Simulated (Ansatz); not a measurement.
`C[O][AlH][SiH2]S` + CH₄ → `[CH3][AlH][SiH2]S` + CH₃OH  (formal exchange of groups at the Al–O bond)

Calculated with Ansatz (gas phase, PBE0-D4/def2-TZVP geometries, no zero-point term in ΔE). CBS: MP2 limit from def2 TZ/QZ plus the TZ coupled-cluster correction, frozen cores. This one scheme is used for every species. DFT in def2-TZVPP. Each species was taken in one conformer, which may not be the lowest.

```tsv
level	ΔE (kJ/mol)
PBE-D4	143.3
PBE0-D4	142.4
ωB97M-V	148.2
HF/def2-TZVPP	151.5
CCSD/def2-TZVPP	148.7
HF/def2-QZVPP	151.9
MP2/def2-QZVPP	152.8
MP2/CBS(def2)	152.1
```

Problem. What does CCSD(T)/CBS give? (An estimate is asked.)

Solution. The calculation gave: +148.1 kJ/mol. The listed levels differ from it by -4.8, -5.7, 0.1, 3.4, 0.6, 3.8, 4.7, 4.0 kJ/mol.

Largest T1 diagnostic among the species: 0.013.

The D4 term adds +4.2 kJ/mol with B3LYP and +2.4 kJ/mol with PBE0; it sums over pairs of atoms, weighted by their polarisabilities, and B3LYP, whose exchange is more repulsive, gets the larger term.

B3LYP here is the variant with VWN-RPA as its local correlation; programs differ in this.
